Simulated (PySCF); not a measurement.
BrHSTe, SMILES S[Te]Br.

Coordinates come from a PBE0-D3(BJ)/def2-SVP optimisation. The def2 effective core potentials stand for the cores of Te; spin–orbit coupling is left out. Other conformers were not sampled.

Computed with ωB97X/def2-TZVPD in PySCF.

Q: Estimate the frontier levels, gap, dipole moment and polarisability. (The exact figures need the calculation; the answer reports its results.)

A: 
The highest occupied level comes out as -8.86 eV, the lowest empty level is -0.80 eV and the orbital gap is 8.06 eV. The dipole moment is 1.86 D and the quadrupole, principal values (traceless, Buckingham form, about the centre of nuclear charge) is -4.44, 0.12, 4.32 D·Å. The mean static polarisability is 87.8 bohr³ (13.02 Å³) and the polarisability, principal values comes out as 66.4, 82.4, 114.7 bohr³.
